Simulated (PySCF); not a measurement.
# HGeO + Br₂ → GeOBr + HBr

Level: PBE0 in the def2-TZVP basis family, all electrons, no relativity, computed in PySCF with density fitting; open shells unrestricted.

```
species                                       state and structure       E (Eh)  ZPE (kJ/mol)  H(298 K) − H(0) (kJ/mol)  S° (J/(mol K))
   HGeO    doublet, Cs, Ge–H 1.599 Å, Ge–O 1.651 Å; H–Ge–O 112.8°  -2152.45195          18.9                      10.7           256.5
    Br₂                               singlet, D∞h, Br–Br 2.281 Å  -5147.70672           2.0                       9.7           244.8
  GeOBr  doublet, Cs, Ge–Br 2.332 Å, Ge–O 1.654 Å; Br–Ge–O 120.5°  -4725.77647           7.6                      13.0           306.0
    HBr                                singlet, C∞v, H–Br 1.421 Å  -2574.45811          16.0                       8.7           198.5
```

Problem. What is the electronic reaction energy?

Solution. At PBE0/def2-TZVP, ΔE = -199.3 kJ/mol from the differences of the total energies times 2625.5, downhill. 

Problem. Add zero-point, thermal and entropy terms for 298.15 K and 1 bar.

Solution. ΔZPE = 2.7 and Δ[H(298) − H(0)] = 1.3 kJ/mol give ΔH° = -195.3 kJ/mol. ΔS° = 3.2 J/(mol K), so ΔG° = -195.3 − 298.15 × (0.0032) = -196 kJ/mol.

The structures come from searches over a few start shapes, so lower isomers are not excluded.
